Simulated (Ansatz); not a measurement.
CH7BGeO can be A, `B[CH](O)[GeH3]`, or B, `B[O][GeH2][CH3]`.

Calculated with Ansatz (gas phase, PBE0-D4/def2-TZVP geometries, no zero-point term in ΔE). CBS: MP2 limit from def2 TZ/QZ plus the TZ coupled-cluster correction, frozen cores. DFT in def2-TZVPP. B3LYP here is the variant with VWN-RPA as its local correlation; programs differ in this. For Ge outer-core shells are correlated without core-valence functions, which leaves a few kJ/mol of doubt a bond. Scalar relativity is left out up to krypton. Each species was taken in one conformer, which may not be the lowest.

A:

```xyz
11

B    -0.531   -0.334    1.290
C    -0.878    0.295   -0.022
O    -1.624   -0.387   -0.964
Ge    1.213    0.050   -0.364
H    -0.691   -1.502    1.480
H    -0.007    0.366    2.111
H    -0.931    1.385   -0.109
H    -1.602    0.082   -1.802
H     1.181   -0.191   -1.882
H     1.936    1.366   -0.046
H     1.933   -1.128    0.308
```

B:

Z-matrix (Å, degrees):
```
Ge
O 1 1.805
C 1 1.941 2 110.9
H 1 1.537 2 104.5 3 121.6
H 1 1.537 2 104.6 3 -121.7
B 2 1.338 1 128.2 3 0.5
H 3 1.090 1 110.7 2 60.3
H 3 1.092 1 108.9 2 179.9
H 3 1.090 1 110.7 2 -60.5
H 6 1.208 2 121.4 1 -0.0
H 6 1.202 2 117.9 1 180.0
```

Task: Which is lower in electronic energy at CCSD(T)/CBS, and by how much? (Estimate.)

Result: Computed: B, by 264.2 kJ/mol.

Task: Give E(B) − E(A) in kJ/mol with HF/def2-TZVPP, B3LYP-D4, PBE0-D4, MP2/def2-TZVPP, PBE-D4, B2PLYP, B3LYP. (An estimate is asked.)

Result: Computed: HF/def2-TZVPP -302.8, B3LYP-D4 -259.8, PBE0-D4 -243.8, MP2/def2-TZVPP -273.5, PBE-D4 -231.2, B2PLYP -269.6, B3LYP -261.9. None reverses the order clearly.

Largest T1 diagnostic: 0.013.

In def2-TZVPP, CCSD(T) changes the Hartree–Fock value by +36.0 kJ/mol (the triples alone add +5.7 kJ/mol) and MP2 by +29.3 kJ/mol. From PBE to PBE0 (25 % exact exchange), in def2-TZVPP and without D4, E(B) − E(A) moves by −12.2 kJ/mol.
